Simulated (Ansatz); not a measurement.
`CO[SiH](C)C#N` → `COC#N` + `C[SiH]` at 600 K and 1 bar (silylene formation by 1,1-elimination).

Computed with Ansatz on PBE0-D4/def2-TZVP structures; ΔE is electronic, products minus reactants. CBS: MP2 limit from def2 TZ/QZ plus the TZ coupled-cluster correction, frozen cores. This one scheme is used for every species. One conformer a species, not always the lowest.

```json
{"species": "`CO[SiH](C)C#N`", "CCSD(T)/CBS energy (Eh)": "-537.36905", "H − E (kJ/mol)": "328.3", "S (J/(mol·K))": "492.8"}
{"species": "`COC#N`", "CCSD(T)/CBS energy (Eh)": "-207.72673", "H − E (kJ/mol)": "171.5", "S (J/(mol·K))": "336.0"}
{"species": "`C[SiH]`", "CCSD(T)/CBS energy (Eh)": "-329.46712", "H − E (kJ/mol)": "143.5", "S (J/(mol·K))": "309.3"}
```

H − E and S are ideal-gas, rigid-rotor, harmonic terms from PBE0-D4/def2-TZVP, for one conformer and one mirror image of each species. 1 Eh = 2625.50 kJ/mol, R = 8.31446 J/(mol·K).

Task: By hand: ΔE, ΔH, ΔS and ΔG.

Result: ΔE = (-207.72673) + (-329.46712) − (-537.36905) = 0.17520 Eh = 460.0 kJ/mol. Δ(H − E) = 171.5 + 143.5 − 328.3 = -13.3, so ΔH = 446.7 kJ/mol. ΔS = 336.0 + 309.3 − 492.8 = 152.5 J/(mol·K). ΔG = 446.7 − 600 × (152.5)/1000 = 355.2 kJ/mol.

Task: By hand: the equilibrium constant, and the temperature at which ΔG would vanish if ΔH and ΔS stayed fixed.

Result: log₁₀ K = −ΔG/(RT ln 10) = -30.9. ΔG = 0 at ΔH/ΔS = 2929 K, far beyond where these terms or the molecules hold.

The number of gas molecules changes by +1, which sets the sign of ΔS. A doubt of 5 kJ/mol in ΔE shifts log₁₀ K by 0.4 here. Other conformers and mirror images would add mixing entropy, several J/(mol·K) or more a flexible species. These are equilibria of isolated gas molecules and say nothing of rates. Largest T1 diagnostic: 0.014 (customary marks: 0.02 for closed shells, 0.045 for open ones).
